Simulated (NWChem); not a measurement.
System: C$_{2}$H$_{7}$BO; SMILES BOCC

```xyz
11

B     -0.2421     1.8099    -0.2121
H     -0.0409     1.8613    -1.4104
H     -0.6979     2.7382     0.4138
O      0.0420     0.6955     0.4732
C      0.5674    -0.4735    -0.1271
C     -0.4120    -1.6181    -0.0077
H      0.8147    -0.2709    -1.1843
H      1.5064    -0.7159     0.3972
H     -1.3360    -1.4073    -0.5672
H      0.0297    -2.5430    -0.4081
H     -0.6807    -1.7904     1.0451
```
Atoms are numbered in this order, from 1.

Program: NWChem. Pople sets run with spherical d functions. Structure relaxed at the PBE0/def2-SVP level. GIAO values for the isolated, static molecule; σ is the absolute isotropic shielding, δ = σ(reference) − σ with the isolated reference molecule computed at the same levels (11B: boron trifluoride, 1H: tetramethylsilane, 17O: water).

Problem. What does the run give for Hartree-Fock/6-31G*? Quantities: δ B1 (ppm); δ H2 (ppm); δ H3 (ppm); δ O4 (ppm); δ H7 (ppm); δ H8 (ppm); δ H9 (rotor mean) (ppm).

Solution. 
```yaml
"δ B1 (ppm)": 34.7
"δ H2 (ppm)": 5.22
"δ H3 (ppm)": 5.11
"δ O4 (ppm)": 148.4
"δ H7 (ppm)": 3.91
"δ H8 (ppm)": 4.12
"δ H9 (rotor mean) (ppm)": 1.32
```
